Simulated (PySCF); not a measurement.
# Reading the logs of faulty runs: B2H4NSi anion

All numbers below are calculated, not measured. The program is PySCF 2.14.0, an open-source quantum chemistry code, run on an isolated molecule that a program drew, which may never have been made. The molecule is B2H4NSi anion (charge -1, singlet), drawn as the SMILES string `N=BB[SiH2-]`.

Each row is a Hartree-Fock (HF) and frozen-core CCSD(T) single point in the aug-cc-pV(D+d)Z basis, meant for a local HF minimum. Run 1 is clean. Each other run has one planted mistake out of seven kinds, and not every kind appears here: one electron removed, one electron added, multiplicity raised by two, geometry at a saddle point, minimal basis STO-3G, one bond length entered in bohr, all coordinates scaled. The reference is restricted for singlets and unrestricted otherwise, and also for a bond in bohr. Adding or removing an electron swaps singlet and doublet. Electrons count all cores. HOMO and LUMO are orbital energies over both spins, the gradient is its largest component, and the lowest frequency (negative if imaginary) is given only where the gradient is small. Bond lengths are over the 7 bonds as drawn. T1 is the CCSD diagnostic: over 0.02 (restricted) or 0.045 (unrestricted) a single reference is doubtful.

Geometry of the clean run:
```xyz
8
B2H4NSi anion, angstrom
N    -2.7567   -0.0455   -1.6109
B    -1.6991   -0.3152   -1.0007
B    -0.2553   -0.6712   -0.2138
Si   -0.2161   -1.1426    1.5962
H    -3.6235    0.1520   -2.0251
H     0.7794   -0.6203   -0.8365
H     1.0067   -1.4758    2.3860
H    -1.3944   -1.2517    2.5048
```

```
run  electrons  basis functions  <S^2>  HOMO (eV)  LUMO (eV)  gradient (hartree/bohr)  lowest frequency (cm^-1)  mean bond (Å)  longest bond (Å)      T1  HF (hartree)  CCSD(T) (hartree)                          mistake
  1         36              137  0.000      -1.85       3.51                  3.8e-05                       127         1.4255             1.871  0.0181    -395.08246         -395.61236                         no fault
  2         36              137  0.000      -1.87       3.50                  3.2e-02                         -         1.4668             1.925  0.0193    -395.07594         -395.61183           all coordinates scaled
  3         36              137  2.026      -0.29       3.56                  5.9e-02                         -         1.4255             1.871  0.0164    -395.03435         -395.53751       multiplicity raised by two
  4         36               28  0.000       3.24      13.87                  9.1e-02                         -         1.4255             1.871  0.0204    -390.18674         -390.45333             minimal basis STO-3G
  5         36              137  1.164      -2.37       3.51                  1.7e-02                         -         1.6153             2.822  0.0720    -394.98364         -395.50402  one bond length entered in bohr
  6         35              137  0.763      -8.82      -0.31                  3.5e-02                         -         1.4255             1.871  0.0185    -395.04710         -395.53377                                ?
```

**Which mistake was planted in run 6, and what did it cost?**

It counts 35 electrons, one fewer than the clean run, at the same geometry and basis. So the mistake is: one electron removed. Subtracting run 1 and multiplying by 627.51 kcal/mol a hartree, the energy moved by 22.2 kcal/mol in HF and 49.3 kcal/mol in CCSD(T).

Cautions from the logs. Run 4: T1 is over the limit, so its CCSD(T) energy is less reliable and the HOMO is above zero, so the electron isn't bound and the energy depends on the basis; run 5: T1 is over the limit, so its CCSD(T) energy is less reliable.
